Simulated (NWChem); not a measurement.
**Basis-set convergence for germanium monotelluride (GeTe)**

```xyz
2

Ge     0.0000     0.0000     1.4707
Te     0.0000     0.0000    -0.9050
```
Charge 0, spin multiplicity 1.

Program: NWChem. All single points use one geometry, from PBE/def2-SVP with def2 effective core potentials on Te, a minimum by its harmonic frequencies.

Quantity: LUMO energy at the level PBE0.

Effective core potentials replace the inner electrons of Te; spin-orbit coupling is left out.

Relative cost: rough, from shared machines, SCF included, def2-SVP = 1.

Task: In def2-QZVP the value is -2.70 eV. Among def2-SVP, def2-SVPD, def2-TZVPP, def2-TZVP, def2-TZVPD, which is the smallest basis within 0.2 eV of it?

Result: def2-SVP, with 58 functions against 157 and about 8 % of the time (also within reach: def2-SVPD, def2-TZVPP, def2-TZVP, def2-TZVPD). def2-QZVP isn't the basis-set limit itself, and a small set can land close by cancellation.

```
basis       functions  LUMO energy (eV)  relative cost
----------  ---------  ----------------  -------------
def2-SVP           58             -2.65              1
def2-SVPD          73             -2.71        under 3
def2-TZVPP         98             -2.65        under 3
def2-TZVP          98             -2.65        under 3
def2-TZVPD        113             -2.69        under 3
def2-QZVP         157             -2.70             10
```
